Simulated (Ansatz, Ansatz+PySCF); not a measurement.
```xyz
8

Li   -0.8597   -0.8957   -0.8851
F    -0.9644   -0.9045    0.9321
F    -0.9933    0.9720   -0.9514
Li   -0.8254    0.8315    0.8239
F     0.9397   -0.9953   -0.9654
Li    0.8569   -0.9044    0.8447
Li    0.8854    0.8924   -0.8397
F     0.9017    0.9352    0.9404
```

Basis set: def2-SVP (spherical functions). Left uncorrelated: 4 orbitals. Charge 0, multiplicity 1.

Computed with Ansatz (development build ahead of 0.2.0); each method stands on the lowest determinant of its kind that the runs found. Restricted open shells among the atoms or ions are ROHF, correlated in semicanonical orbitals with singles. Restricted functionals stand beside restricted open-shell atoms, which can lie above the unrestricted atoms usual in DFT and then raise those values.

The atomization energy at this shape (free ground-state atoms in the same class of orbitals less the molecule, no zero-point energy) of singlet Li₄F₄:

| method | atomization energy |
| --- | --- |
| ωB97X (restricted) | 3119.3 kJ/mol |
| ωB97X (unrestricted) | 3103.7 kJ/mol |
| r²SCAN (restricted) | 3107.0 kJ/mol |
| r²SCAN (unrestricted) | 3084.3 kJ/mol |
| PBE0 (restricted) | 3035.4 kJ/mol |
| PBE0 (unrestricted) | 3019.0 kJ/mol |
| PBE (restricted) | 3133.9 kJ/mol |
| PBE (unrestricted) | 3121.9 kJ/mol |
| RHF-MP2 | 3026.1 kJ/mol |
| RHF | 2385.4 kJ/mol |

Task: What does UHF give?

Result: 2347.8 kJ/mol.
